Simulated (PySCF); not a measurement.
Ionisation energy of Mo³⁴⁺ by level of theory

Mo³⁴⁺ [He] 2s2 2p4 [2p1/2^2 2p3/2^2, M_J = 2] → Mo³⁵⁺ [He] 2s2 2p3 [2p1/2^2 2p3/2^1, M_J = 3/2], as a difference of total energies. Computed with PySCF 2.14 in an even-tempered Gaussian basis (17 s from 14 bohr⁻², ratio 2.4; 12 p from 18 bohr⁻², ratio 2.4; 5 d from 67 bohr⁻², ratio 2.6; 4 f from 100 bohr⁻², ratio 2.6), with the two-component X2C-1e Hamiltonian. Correlated levels: nothing frozen; the 32 highest virtual spinors dropped. "Screened" scales the spin-orbit matrix elements by Boettger's factors to mimic the two-electron term; Breit and QED terms are absent.

```csv
method,ionisation energy (eV)
GHF (spin-free),4628.2
GMP2 (spin-free),4629.9
GHF (screened spin-orbit),4618.5
GMP2 (screened spin-orbit),4618.3
```

For this ion Breit and QED terms and the two-electron picture change, all absent here, outweigh the correlation shift from GHF to GMP2.

The spin-free rows relax to the high-spin LS determinant and lack the spin-orbit shift.

The labels give the starting determinants; with spin-orbit coupling the two ends relaxed to ⟨J²⟩ = 6.00, ⟨L²⟩ = 3.03, ⟨S²⟩ = 1.49 and ⟨J²⟩ = 3.75, ⟨L²⟩ = 2.07, ⟨S²⟩ = 1.76.

For comparison: 4618 ± 10 eV (semi-empirical (NIST evaluation); NIST Atomic Spectra Database, ionization energies).
